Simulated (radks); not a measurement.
Results of a calculation; reference values are marked as such.
The table gives one normalised radial function P(r) = r R(r) (large component) of V+ in [Ar] 3d4 (r in bohr). Code: a radial shooting solver on a logarithmic mesh with Libxc functionals. Model: Dirac Kohn-Sham, PBE, spin-unpolarised, spherical densities, point nucleus; open shells fill j = l - 1/2 first.

| r | P |
|---|---|
| 0.006798 | 0.0000 |
| 0.009901 | 0.0001 |
| 0.01454 | 0.0002 |
| 0.02117 | 0.0006 |
| 0.03083 | 0.0017 |
| 0.04527 | 0.0049 |
| 0.06593 | 0.0132 |
| 0.09603 | 0.0334 |
| 0.141 | 0.0799 |
| 0.2053 | 0.1698 |
| 0.2991 | 0.3189 |
| 0.4391 | 0.5194 |
| 0.6395 | 0.7019 |
| 0.9314 | 0.7758 |
| 1.367 | 0.6960 |
| 1.991 | 0.5210 |
| 2.9 | 0.3221 |
| 4.258 | 0.1479 |
| 6.202 | 0.0436 |

Which n and l does it have? It may be an empty orbital.

Answer. n = 3, l = 2: the number of nodes gives n - l - 1 = 0, the rise at small r points to l (this Dirac orbital starts as r^gamma with gamma = sqrt((l + 1)^2 - (Z/c)^2) = 3.00; the j = 5/2 orbital of l + 1 starts with the same power, but with a smaller coefficient, and then steepens), and the extent must fit the shell. The curve is that of 3d5/2; the two j differ most near the nucleus, where j = l - 1/2 has the larger amplitude, and in heavy atoms j = l - 1/2 is also the more compact. 3d5/2 (empty): eigenvalue -8.935 eV, 0 radial nodes, <r> = 1.56 bohr, 90 % of the charge inside 2.81 bohr.
